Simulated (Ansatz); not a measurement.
Consider the hydrogen abstraction from a Ge–H bond: `C[O][GeH]([F])[SH]` + H• → `C[O][Ge]([F])[SH]`• + H₂.

Computed with Ansatz on PBE0-D4/def2-TZVP structures; ΔE is electronic, products minus reactants. CCSD(T)/CBS adds triple-zeta CCSD(T) − MP2 to the extrapolated MP2 energy (def2 sets, frozen cores). This one scheme is used for every species, atoms too. Functionals use def2-TZVPP. B3LYP here is the variant with VWN-RPA as its local correlation; programs differ in this. Open shells (•) are unrestricted, without spin–orbit coupling. Bonds to Ge are less sure, by a few kJ/mol each and by 10 to 20 or more in all where they break to atoms, as the def2 sets lack core-valence functions. Scalar relativity is left out up to krypton. Each species was taken in one conformer, which may not be the lowest.

CCSD(T)/CBS gives -86.8 kJ/mol.

Task: Another level gave -102.2 kJ/mol. Which?
A. CCSD(T)/def2-TZVPP
B. B3LYP-D4/def2-TZVPP
C. PBE/def2-TZVPP
D. B2PLYP/def2-TZVPP

Result: D. B2PLYP -102.2, PBE -111.7, B3LYP-D4 -116.5, CCSD(T)/def2-TZVPP -86.1 kJ/mol.

Largest T1 diagnostic among the species: 0.015.

In def2-TZVPP, CCSD(T) changes the Hartree–Fock value by −27.9 kJ/mol (the triples alone add −1.2 kJ/mol) and MP2 by −14.7 kJ/mol. From PBE to PBE0 (25 % exact exchange), in def2-TZVPP and without D4, ΔE moves by +17.1 kJ/mol.
